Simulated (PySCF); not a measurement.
Assigning NMR signals

Bonds: B1-C2, B1-C9, B1-C16, C2-C3, C9-C10, C16-C17. C2 carries H4, H5; C3 carries H6, H7, H8; C9 carries H11, H12; C10 carries H13, H14, H15; C17 carries H18.

Calculated, not measured (PySCF 2.14.0 with density-fitted response routines): couplings computed with B3LYP/pcJ-1 (spin–dipole term only in couplings to heteroatoms), geometry from PBE0-D3(BJ)/def2-SVP, σ from GIAO-KT2/pcSseg-1. Non-relativistic, averaged over atoms made equivalent by symmetry, fast rotation or ring inversion, isolated molecule, one computed conformer.

Scale: 13C (183.22 ppm) and 1H (31.18 ppm) against TMS (reference shieldings calculated alike).

Question: Assign these signals to the numbered atoms. 13C{1H} NMR (computed): δ 114.3 (CH), 93.8 (C), 25.6 (CH2), 9.3 (CH3).

Answer: 
| δ (ppm) | atoms | environment | reason |
| --- | --- | --- | --- |
| 114.3 | C17 | carbon bonded to C, H | – |
| 93.8 | C16 | carbon bonded to C, B | – |
| 25.6 | C2/C9 | carbon bonded to C, B, 2 H | – |
| 9.3 | C3/C10 | carbon bonded to C, 3 H | – |

Question: Assign these signals to the numbered atoms. 1H NMR (400 MHz, computed): δ 4.56 (s, 1H), 1.40 (m, 4H), 0.97 (m, 6H).

Answer: 
| δ (ppm) | atoms | environment | reason |
| --- | --- | --- | --- |
| 4.56 | H18 | hydrogen on a carbon bonded to C | – |
| 1.40 | H4/H5/H11/H12 | hydrogen on a carbon bonded to C, B | – |
| 0.97 | H6/H7/H8/H13/H14/H15 | hydrogen on a carbon bonded to C | – |

A carbon bonded to boron is broadened by the quadrupolar boron nucleus and is often missing from a measured spectrum. Splittings below 1 Hz are ignored in the labels, and close J values are merged. Couplings among chemically equivalent protons are left out too, so labels in AA′BB′ or AA′XX′ sets are apparent multiplicities. Unscaled 3J(H,H) at this level run about 10 % above measured values. Shifts are as computed. Against solution values, carbons near 30 ppm lie about +2 ppm off and those near 130 ppm about -5 ppm. Of 1211 compounds with measured shifts, 218 miss one by over three times the rms of a fit or turn the order of signals round; such compounds aren't used in these exercises.
